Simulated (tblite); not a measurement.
Compound: C6H9FOSi.
Numbering: `[CH3:1][C:2]#[C:3][Si@@H:4]1[O:5][CH2:6][CH2:7][C@H:8]1[F:9]` (hydrogens: H10, H11, H12 on C1; H13 on Si4; H14, H15 on C6; H16, H17 on C7; H18 on C8)

Structure optimised with GFN2-xTB, isolated species.

Question: Give the optimised bond lengths and angles.

Answer: 
```json
{"bond": "C1–C2", "length (pm)": "144.4"}
{"bond": "C2≡C3", "length (pm)": "120.6"}
{"bond": "C3–Si4", "length (pm)": "184.1"}
{"bond": "Si4–O5", "length (pm)": "163.6"}
{"bond": "O5–C6", "length (pm)": "140.9"}
{"bond": "C6–C7", "length (pm)": "153.1"}
{"bond": "C7–C8", "length (pm)": "152.3"}
{"bond": "C8–F9", "length (pm)": "139.3"}
{"bond": "Si4–C8", "length (pm)": "192.8"}
{"bond": "C1–H10, C1–H11, C1–H12", "length (pm)": "108.9"}
{"bond": "Si4–H13", "length (pm)": "145.6"}
{"bond": "C6–H14", "length (pm)": "109.3"}
{"bond": "C6–H15", "length (pm)": "109.5"}
{"bond": "C7–H16", "length (pm)": "109.0"}
{"bond": "C7–H17", "length (pm)": "109.1"}
{"bond": "C8–H18", "length (pm)": "109.2"}
```

Bonds in one row agree within 1 pm and their mean is given. A selection of angles:
```json
{"angle": "C2–C1–H10", "degrees": "110.1"}
{"angle": "H10–C1–H11", "degrees": "109.0"}
{"angle": "C1–C2–C3", "degrees": "179.6"}
{"angle": "C2–C3–Si4", "degrees": "176.7"}
{"angle": "C3–Si4–O5", "degrees": "111.8"}
{"angle": "C3–Si4–C8", "degrees": "110.9"}
{"angle": "C3–Si4–H13", "degrees": "115.1"}
{"angle": "O5–Si4–C8", "degrees": "94.0"}
{"angle": "O5–Si4–H13", "degrees": "111.3"}
{"angle": "C8–Si4–H13", "degrees": "111.9"}
{"angle": "Si4–O5–C6", "degrees": "114.9"}
{"angle": "O5–C6–C7", "degrees": "109.3"}
{"angle": "O5–C6–H14", "degrees": "107.8"}
{"angle": "O5–C6–H15", "degrees": "108.7"}
{"angle": "C7–C6–H14", "degrees": "111.9"}
{"angle": "C7–C6–H15", "degrees": "110.3"}
{"angle": "H14–C6–H15", "degrees": "108.9"}
{"angle": "C6–C7–C8", "degrees": "107.0"}
{"angle": "C6–C7–H16", "degrees": "111.1"}
{"angle": "C6–C7–H17", "degrees": "109.3"}
{"angle": "C8–C7–H16", "degrees": "111.9"}
{"angle": "C8–C7–H17", "degrees": "108.1"}
{"angle": "H16–C7–H17", "degrees": "109.3"}
{"angle": "C7–C8–F9", "degrees": "109.6"}
{"angle": "C7–C8–H18", "degrees": "111.8"}
{"angle": "F9–C8–H18", "degrees": "105.3"}
{"angle": "Si4–C8–C7", "degrees": "102.0"}
{"angle": "Si4–C8–F9", "degrees": "110.1"}
{"angle": "Si4–C8–H18", "degrees": "118.0"}
```

Torsions: C3–Si4–O5–C6 -121° (anticlinal); Si4–O5–C6–C7 27° (synperiplanar); O5–C6–C7–C8 -39° (synclinal); C6–C7–C8–F9 -85° (synclinal); C3–Si4–C8–C7 100° (anticlinal).

The 5-membered ring Si4–O5–C6–C7–C8 has internal angles of 94.0° to 114.9° (sum 527°, against 540° for a flat polygon); it is puckered, 0.15 Å rms from its mean plane, widest ring torsion 39°. The C–C distances run from 1.206 Å (C2≡C3, drawn triple) to 1.531 Å (C6–C7, drawn single), a spread of 0.325 Å. Si4 (oxygen-bound silicon) has angles from 94.0° to 115.1°. The 2 C–Si bonds span 1.841 Å (C3–Si4, drawn single) to 1.928 Å (Si4–C8, drawn single), a spread of 0.087 Å.

Point group: C1 (no symmetry element, even within 0.4 Å). GFN2-xTB frequencies show an imaginary mode (38i cm⁻¹), so the point is no minimum at that level. 2 starts were optimised and ended at 0.00 and 0.50 kcal/mol (GFN2-xTB); the lowest of these is shown.

These are computed values.
